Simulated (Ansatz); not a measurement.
Zn2F2⁺, relaxed as a quartet with UKS PBE0-D4/def2-SVP in Ansatz, starting from the PBE0-D4/def2-SVP geometry of the charge +1 doublet. Force threshold 0.02 eV/Å.

In the quartet, F3 and F4 lie 1.96 Å apart (atoms count from 1), so these atoms are partly bonded to each other. At PBE0-D4/def2-SVP a doublet of charge 1 lies 3.75 eV below the quartet, each at its own geometry. The structure comes from a short search, and lower isomers may exist.

Start:

```xyz
4

Zn    0.961   -0.002    0.094
Zn   -2.784    0.010   -0.267
F    -0.845    0.013   -0.069
F     2.668   -0.021    0.242
```

| step | energy (eV) | largest force component (eV/Å) | SCF passes |
| --- | --- | --- | --- |
| 1 | -102224.1786 | 4.686 | 431 |
| 2 | -102224.8425 | 3.220 | 85 |
| 3 | -102225.6523 | 1.328 | 179 |
| 4 | -102225.9631 | 0.590 | 132 |
| 5 | -102226.0978 | 0.150 | 134 |
| 6 | -102226.1238 | 0.064 | 73 |
| 7 | -102226.1320 | 0.101 | 72 |
| 8 | -102226.1452 | 0.042 | 132 |
| 9 | -102226.1626 | 0.045 | 62 |
| 10 | -102226.1721 | 0.062 | 64 |
| 11 | -102226.1871 | 0.094 | 110 |
| 12 | -102226.2022 | 0.071 | 112 |
| 13 | -102226.2131 | 0.026 | 62 |
| 14 | -102226.2194 | 0.071 | 94 |
| 15 | -102226.2334 | 0.061 | 66 |
| 16 | -102226.2376 | 0.110 | 66 |
| 17 | -102226.2417 | 0.090 | 61 |
| 18 | -102226.2686 | 0.114 | 64 |
| 19 | -102226.3004 | 0.091 | 63 |
| 20 | -102226.3191 | 0.308 | 58 |
| 21 | -102226.3526 | 0.199 | 46 |
| 22 | -102226.4107 | 0.221 | 52 |
| 23 | -102226.4668 | 0.195 | 44 |
| 24 | -102226.5061 | 0.314 | 44 |
| 25 | -102226.5178 | 0.004 | 44 |

Force components are those of the run's own axes.

End:

```xyz
4

Zn    1.3166    0.7925    1.1202
Zn   -1.3155   -0.7931   -1.1207
F    -0.7039    0.4588    0.5012
F     0.7029   -0.4583   -0.5006
```

Bonds formed: Zn2–F4 (atoms count from 1).

No frequencies were taken in this run, so the end may be a saddle point.

It took 3.2 min on 4 threads of Arm Neoverse V1 on a shared host.
